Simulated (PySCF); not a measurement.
Compound: C4H7NSi.
SMILES with atom numbers: `[N:1]#[C:2][SiH:3]1[CH2:4][CH2:5][CH2:6]1` (hydrogens: H7 on Si3; H8, H9 on C4; H10, H11 on C5; H12, H13 on C6)

Cartesian coordinates in Å at the PBE0-D3(BJ)/def2-SVP level; atoms count from 1:
```xyz
13
C4H7NSi angstrom
N      3.617    0.076   -0.289
C      2.532    0.371   -0.003
Si     0.767    0.786    0.421
C     -0.320   -0.602    1.089
C     -1.391   -0.124    0.066
C     -0.512    0.652   -0.956
H      0.811    2.057    1.195
H      0.094   -1.585    0.814
H     -0.622   -0.635    2.144
H     -2.096    0.566    0.556
H     -1.993   -0.935   -0.374
H     -0.958    1.545   -1.416
H     -0.148   -0.008   -1.760
```

The calculation used core-valence-separated Tamm–Dancoff BHandHLYP/aug-pcX-1 (pcseg-1 on H, def2-SVPD on Si) in PySCF, non-relativistic, gas phase, PBE0-D3(BJ)/def2-SVP geometry. BHandHLYP without relativity tends to put these K edges a few eV too low, so spacings mean more than positions.

The lowest roots of each edge with f over 0.003 (five at most, numbered afresh; weaker and dark ones are left out), with transition dipoles (au) in the frame of the coordinates:

```tsv
root	edge	E (eV)	f	μx	μy	μz
1	C	282.91	0.0466	0.0067	-0.0429	0.0695
2	C	283.03	0.0522	-0.0291	-0.0708	-0.0408
3	C	284.69	0.0106	-0.0295	-0.0253	0.0025
4	C	284.69	0.0278	-0.0526	-0.0278	-0.0209
5	C	285.51	0.0162	-0.0004	-0.0121	0.0466
6	N	396.60	0.0618	0.0065	-0.0417	0.0676
7	N	396.83	0.0626	-0.0273	-0.0653	-0.0377
```

Molecules are fixed in this frame and the field points along (0, 1, 1)/√2. What effective strengths 3 f cos²θ do the roots have (θ between field and μ)?

root 1 (C2): 0.007, root 2 (C2): 0.130, root 3 (C4/C6): 0.005, root 4 (C4/C6): 0.025, root 5 (C4/C6): 0.012, root 6 (N1): 0.010, root 7 (N1): 0.155. Root 7 is the strongest. Averaged over all orientations cos²θ is 1/3, which gives f back. For degenerate partners only the sum has meaning, as the program may mix them freely.

One conformer stands for the species.
